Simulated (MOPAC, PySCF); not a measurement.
CH₅BSi, SMILES `CB=[SiH2]`, neutral singlet in the gas phase. 

Cartesian coordinates (Å):
SMILES: [SiH2]=BC
```xyz
8

C     -1.4530    -0.0149    -0.0539
B      0.0587     0.0005     0.0985
Si     1.8839     0.0081    -0.2959
H     -1.7653     0.8537    -0.6475
H     -1.7553    -0.8986    -0.6297
H     -2.0021    -0.0074     0.8901
H      2.5041     1.2572     0.2192
H      2.5291    -1.1988     0.2846
```
Charge 0, spin multiplicity 1.

All levels are single points at this geometry (B3LYP-D3(BJ)/def2-TZVP); Pople sets use spherical d functions. Orbital energies aren't observables, and empty levels follow the basis.

```tsv
level	HOMO (eV)	LUMO (eV)	gap (eV)	dipole (D)	vertical IE, Delta-SCF (eV)
B3LYP-D3(BJ)/def2-TZVP in PySCF	-5.44	-2.34	3.10	2.51	–
PBE-D3(BJ)/def2-TZVP in PySCF	-4.77	-3.12	1.65	2.49	–
B3LYP/3-21G in PySCF	-5.32	-2.06	3.26	2.65	–
B3LYP/6-311+G** in PySCF	-5.46	-2.34	3.12	2.52	–
B3LYP/6-31G* in PySCF	-5.28	-2.09	3.18	2.74	7.60
B3LYP/LANL2DZ in PySCF	-5.39	-2.10	3.29	2.67	–
M06-2X/6-31G* in PySCF	-6.33	-0.98	5.35	2.70	–
SVWN5/6-31G* in PySCF	-4.67	-3.06	1.61	2.76	7.75
HF/3-21G in PySCF	-7.28	1.67	8.95	3.02	–
HF/STO-3G in PySCF	-4.07	6.69	10.76	1.82	–
AM1 in MOPAC	-7.48	-0.04	7.44	4.39	–
PM6 in MOPAC	-6.97	-0.79	6.18	2.91	–
PM7 in MOPAC	-7.58	-1.09	6.48	3.31	–
```
